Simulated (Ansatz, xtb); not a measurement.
**Two isomers of C6H12N+**

Structure a: `C[C@@H]1C=CC[N@H+]1C`, a singlet. Structure b: `CC#[N+]CCCC`, a singlet. Both are isolated ions in the gas phase, relaxed with B3LYP-D3(BJ)/def2-SVP; the shapes shown needn't be the lowest conformers.

a (Å):

```xyz
19

C     2.2043   -1.0533   -0.2579
C     0.8285   -0.6680    0.2602
C    -0.3465   -1.3954   -0.3404
C    -1.3393   -0.5698   -0.6752
C    -1.0057    0.8559   -0.3436
C     0.9997    1.8068    0.8836
N     0.4898    0.7950   -0.0842
H     3.0014   -0.4402    0.1888
H     2.2546   -0.9786   -1.3563
H     2.4082   -2.0996    0.0127
H     0.8046   -0.7330    1.3622
H    -0.3530   -2.4813   -0.4433
H    -2.3018   -0.8556   -1.1012
H    -1.5029    1.2065    0.5758
H    -1.2059    1.5867   -1.1409
H     0.9445    0.9665   -0.9899
H     0.5247    1.6350    1.8573
H     2.0880    1.7028    0.9741
H     0.7512    2.8115    0.5181
```

b (Å):

```xyz
19

C    -1.7621    1.8185   -4.1410
C    -1.1998    1.6085   -2.8262
C    -0.1673    1.2103   -0.4845
C     1.1601    0.4516   -0.5922
C     1.0361   -0.9555   -1.1790
C     2.3732   -1.6942   -1.2060
N    -0.7593    1.4433   -1.7775
H    -2.8622    1.8069   -4.0746
H    -1.4253    1.0147   -4.8156
H    -1.4267    2.7928   -4.5321
H    -0.0452    2.2022   -0.0223
H    -0.9171    0.6474    0.0944
H     1.5537    0.4026    0.4363
H     1.8782    1.0584   -1.1687
H     0.3007   -1.5306   -0.5892
H     0.6292   -0.8963   -2.2052
H     2.7866   -1.8054   -0.1912
H     2.2582   -2.7014   -1.6319
H     3.1169   -1.1549   -1.8140
```

Quicker runs give these differences E(b) − E(a): GFN2-xTB +10.1 kcal/mol; HF/STO-3G +28.9 kcal/mol (at GFN2-xTB geometries); r2SCAN-D4/def2-SVP +11.0 kcal/mol (at GFN2-xTB geometries).

Task: Estimate E(b) − E(a) at the level CCSD(T)/def2-SVP + ΔMP2/def2-TZVPP.

Result: Calculated at CCSD(T)/def2-SVP + ΔMP2/def2-TZVPP: E(b) − E(a) = +12.0 kcal/mol, so structure a lies lower.

How the difference moves with the method:

| level | geometry | E(b) − E(a) (kcal/mol) | departure from the last row (kcal/mol) | job, with rough time for the two |
| --- | --- | --- | --- | --- |
| GFN2-xTB | GFN2-xTB | +10.1 | −1.8 | optimisation, 0.18 s |
| HF/STO-3G | GFN2-xTB | +28.9 | +16.9 | single point, 0.46 s |
| r2SCAN-D4/def2-SVP | GFN2-xTB | +11.0 | −0.9 | single point, 4.6 s |
| B3LYP-D3(BJ)/def2-SVP | B3LYP-D3(BJ)/def2-SVP | +9.7 | −2.2 | optimisation, 60 s |
| HF/def2-SVP | B3LYP-D3(BJ)/def2-SVP | +5.8 | −6.1 | part of the CCSD(T) run |
| MP2/def2-SVP | B3LYP-D3(BJ)/def2-SVP | +8.0 | −4.0 | part of the CCSD(T) run |
| CCSD(T)/def2-SVP | B3LYP-D3(BJ)/def2-SVP | +10.1 | −1.8 | single point |
| CCSD(T)/def2-SVP + ΔMP2/def2-TZVPP | B3LYP-D3(BJ)/def2-SVP | +12.0 |  | single point, 2.1 min |

As drawn, b has 1 C–C, 1 C≡N, 1 C–H in place of 1 C=C, 2 C–N, 1 N–H. Structure a has a 5-membered ring, b no ring.

The levels shown agree on the order. The largest departure from CCSD(T)/def2-SVP + ΔMP2/def2-TZVPP is that of HF/STO-3G, 16.9 kcal/mol. A small imaginary or near-zero mode remains, so no thermal terms are given. The last row adds to CCSD(T) the change of the MP2 difference between the two basis sets, here +1.8 kcal/mol.

The correlated steps freeze 7 core orbitals. Programs: Ansatz 0.2.0, xtb 6.7.1; the last row on 4 threads of Arm Neoverse V1 on a shared host.
